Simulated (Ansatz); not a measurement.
**Match the barriers**

Saddle point of BNH$_{5}$Cl$_{3}$O, singlet (BCl₃ ([Cl][B]([Cl])[Cl]) + H₂O + NH₃ → BNH₂Cl₂ ([NH2][B]([Cl])[Cl]) + HCl + H₂O; bonds formed: Cl2–H7, H5–O8; dative contacts that become bonds: B1–N6; bonds broken: B1–Cl2, H5–N6, H7–O8), PBE0-D4/def2-TZVP structure:

```xyz
11
angstrom
B -0.3759 -1.2387 -0.1653
Cl 1.9724 -0.6967 0.1690
Cl -0.1551 -2.5356 -1.3556
Cl -0.8415 -1.6774 1.4962
H 0.0253 1.2605 0.0583
N -0.8843 0.0648 -0.6147
H 1.5342 0.6994 0.4158
O 0.8208 1.7560 0.4733
H -0.8909 0.1724 -1.6213
H -1.8104 0.2519 -0.2493
H 0.6054 1.9434 1.3935
```

Computed with Ansatz 0.2.0 (basis: def2-TZVPP, with def2-QZVPP for the basis limit); correlated methods freeze the cores. Extrapolation: Hartree–Fock as exp(−7.88 √X), correlation as X^−2.97. Four methods, as single points on the PBE0-D4 structures, gave these electronic barriers from the start structure: 104.4, 122.3, 137.2, 166.2 kJ/mol.

Question: The methods were, in alphabetical order, BLYP-D4, CCSD(T), HF, PBE0-D4. Which gave which? (A judgement: the text doesn't fix the answer.)

Answer: By the calculation: BLYP-D4 104.4; PBE0-D4 122.3; CCSD(T) 137.2; HF 166.2 kJ/mol. For comparison, CCSD(T) at an estimated basis limit (MP2 extrapolated from triple and quadruple zeta, plus CCSD(T) − MP2 in triple zeta) gives 139.4 kJ/mol.

T1 diagnostic: at most 0.011.

The step is the kind of exchange with an N–H group that builds nitride films in atomic layer and chemical vapour deposition.

Labels in which every atom is bracketed show which atoms are joined, not bond orders.

For scale, one of the runs: CCSD(T)/def2-TZVPP, 289 basis functions, launched by `ansatz run in.yaml --threads 8 --pin off --events-out ev --progress --plain --max-ram 19148MiB`. Time: 3.2 min of wall clock on 8 CPU threads of an Arm Neoverse V2; the host was shared. Peak host memory: 8.8 GiB.
